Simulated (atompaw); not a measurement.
**Varying the PAW (atompaw) potential for nitrogen**

Base potential:

```
Element                 : nitrogen (N)
Generator               : atompaw 4.2.0.5
Type                    : PAW
Functional              : PBE
Relativity              : scalar-relativistic
Frozen core             : [He]
Valence charge          : 5
Reference configuration : 2s2 2p2.75 (charge +0.25)
Partial waves           : 2s (bound): rc 2.55 bohr; 2s channel at -1.25 Ry: rc 2.55 bohr; 2p (bound): rc 2.55 bohr; 2p channel at -0.05 Ry: rc 2.55 bohr; 3d channel at 0.1 Ry: rc 2.55 bohr
Local potential         : troulliermartins scheme with l = 3 at -0.5 Ry, radius 2.45 bohr
Core correction         : smooth core density matched at 1.50 bohr
Augmentation charge     : sinc compensation charge, radius 2.30 bohr; PAW radius 2.55 bohr; waves and projectors: custom polynom vanderbiltortho
```

All-electron outer shells of the reference configuration (PBE, scalar-relativistic, ld1.x):

```json
{"shell": "1s", "level (eV)": "-388.43", "outermost node (bohr)": "–", "outermost maximum (bohr)": "0.15"}
{"shell": "2s", "level (eV)": "-21.74", "outermost node (bohr)": "0.32", "outermost maximum (bohr)": "1.00"}
{"shell": "2p", "level (eV)": "-10.15", "outermost node (bohr)": "–", "outermost maximum (bohr)": "0.96"}
```

Cutoffs, loose and tight: the cutoffs (Ry, on a coarse ladder) from which the occupation-weighted sum of valence levels, in a spherical-Bessel basis at the reference potential, stays within 10 and 1 mRy of its value at 400 Ry. They see the waves, projectors and local potential, not the compensation charge or the core. A dash means not determined.

```tsv
change	outcome	cutoff, loose	cutoff, tight	bound ghosts
base	generated	10 Ry	18 Ry	none
all radii scaled by about 0.77 (s 1.96, p 1.96, d 1.96 bohr); local potential troulliermartins scheme with l = 3 at -0.5 Ry, radius 1.88 bohr; augmentation sinc compensation charge, radius 1.76 bohr; PAW radius 1.96 bohr; waves and projectors: custom polynom vanderbiltortho; core correction smooth core density matched at 1.14 bohr	generated	18 Ry	30 Ry	none
all radii scaled by about 1.20 (s 3.06, p 3.06, d 3.06 bohr); local potential troulliermartins scheme with l = 3 at -0.5 Ry, radius 2.94 bohr; augmentation sinc compensation charge, radius 2.76 bohr; PAW radius 3.06 bohr; waves and projectors: custom polynom vanderbiltortho; core correction smooth core density matched at 1.80 bohr	generated	6 Ry	10 Ry	none
all radii scaled by about 1.26 (s 3.22, p 3.22, d 3.22 bohr); local potential troulliermartins scheme with l = 3 at -0.5 Ry, radius 3.10 bohr; augmentation sinc compensation charge, radius 2.90 bohr; PAW radius 3.22 bohr; waves and projectors: custom polynom vanderbiltortho; core correction smooth core density matched at 1.90 bohr	generated	6 Ry	10 Ry	none
```

What comes out with this change to the base: all radii scaled by about 0.86 (s 2.20, p 2.20, d 2.20 bohr); local potential troulliermartins scheme with l = 3 at -0.5 Ry, radius 2.12 bohr; augmentation sinc compensation charge, radius 2.00 bohr; PAW radius 2.20 bohr; waves and projectors: custom polynom vanderbiltortho; core correction smooth core density matched at 1.30 bohr?

outcome: generated; cutoff, loose: 15 Ry; cutoff, tight: 25 Ry; bound ghosts: none.

What comes out with this change to the base: all radii scaled by about 1.13 (s 2.88, p 2.88, d 2.88 bohr); local potential troulliermartins scheme with l = 3 at -0.5 Ry, radius 2.76 bohr; augmentation sinc compensation charge, radius 2.60 bohr; PAW radius 2.88 bohr; waves and projectors: custom polynom vanderbiltortho; core correction smooth core density matched at 1.70 bohr?

outcome: generated; cutoff, loose: 8 Ry; cutoff, tight: 12 Ry; bound ghosts: none.

What comes out with this change to the base: all radii scaled by about 0.96 (s 2.44, p 2.44, d 2.44 bohr); local potential troulliermartins scheme with l = 3 at -0.5 Ry, radius 2.34 bohr; augmentation sinc compensation charge, radius 2.20 bohr; PAW radius 2.44 bohr; waves and projectors: custom polynom vanderbiltortho; core correction smooth core density matched at 1.44 bohr?

outcome: generated; cutoff, loose: 12 Ry; cutoff, tight: 18 Ry; bound ghosts: none.

Reading the sweep of the scale of all radii (base = 1) (base included, trends over the rows without a ghost): The loose cutoff falls from 18 Ry at 0.77 to 6 Ry at 1.26. A larger radius leaves more room for a smooth pseudo-wave, so fewer plane waves are needed; a smaller one forces it to follow the all-electron wave where it bends sharply.
